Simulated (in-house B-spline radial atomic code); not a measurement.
Values are calculated unless marked as measured or tabulated.
**From levels and matrix elements to observables: the neodymium ion Nd⁴⁹⁺**

One electron outside the [He] 2s2 2p6 core, from a B-spline radial code for spherical atoms: Brueckner orbitals with a screened correlation potential on Dirac-Hartree-Fock, Breit and QED terms for the lowest states, dipole elements in length form with static core polarisation. The core's own polarisability, by RPA, is 0.0001167 bohr³.

| state | removal energy (cm⁻¹) | size of the reduced dipole element to 3s1/2 (a.u.) |
| --- | --- | --- |
| 3s1/2 | 34698005 | - |
| 4s1/2 | 18893910 | - |
| 3p1/2 | 33759245 | 0.1839 |
| 3p3/2 | 32629185 | 0.2671 |
| 4p1/2 | 18505541 | 0.07124 |
| 4p3/2 | 18044467 | 0.08384 |

Use R = 109737.3 cm⁻¹, 1 hartree = 219474.6 cm⁻¹, c = 137.036 and 1 a.u. of rate = 4.1341e16 s⁻¹.

Q: Find the quantum defects of the two s states and predict 5s1/2.

A: With n* = 50 √(R/E): 3s1/2 has n* = 2.8119, δ = 0.1881; 4s1/2 has n* = 3.8105, δ = 0.1895. Ritz's form δ = δ0 + b/n*² gives b = -0.023, δ0 = 0.1911, so with n* ≈ 5 − 0.1895, δ = 0.1901 and E = R × 50²/(5 − 0.1901)² = 11858072 cm⁻¹. The program finds 11870460 cm⁻¹. In so highly charged an ion δ holds relativistic, Breit and QED shifts that Ritz's form doesn't follow, and the higher level lacks the last two.

Q: What are the wavelength, oscillator strength and rate of 3s1/2–3p3/2?

A: ΔE = 2068820 cm⁻¹ = 9.42624 hartree, λ = 4.8337 nm in vacuum. f = (2/3) ΔE D²/(2j + 1 of the lower state) = (2/3) × 9.42624 × 0.2671²/2 = 0.2242. A = (4/3) ΔE³ D²/(c³ (2j' + 1)) = 7.7399e-06 a.u. = 3.200e+11 s⁻¹, a partial lifetime of 0.003125 ns.
